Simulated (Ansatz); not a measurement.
`[OH2+][Au-][N]([SiH3])[SiH3]`. Total charge 0; spin multiplicity 1. Correlated methods include outer-core shells of Au, which these sets cover unevenly. Au: def2 effective core potential.

```xyz
13

O    -1.201    0.684    3.245
Au   -0.486    0.302    1.264
N     0.168   -0.042   -0.562
Si   -0.272    1.116   -1.743
Si    1.095   -1.467   -0.756
H    -0.478    0.747    3.878
H    -1.790   -0.013    3.552
H     0.308    0.707   -3.055
H     0.224    2.487   -1.424
H    -1.751    1.241   -1.910
H     1.518   -1.579   -2.182
H     2.323   -1.479    0.093
H     0.340   -2.705   -0.400
```

Task: Give the diagnostics of a CCSD(T)/def2-TZVPP run (frozen core, Ansatz). (An estimate is asked.)

Result: Computed: T1 = 0.0147, largest single amplitude 0.039, largest double 0.017, (T) share of the correlation energy 3.6 %, 12 CCSD cycles. The RHF solution is stable towards an unrestricted one. T1 lies under the customary mark of 0.02 for closed shells.
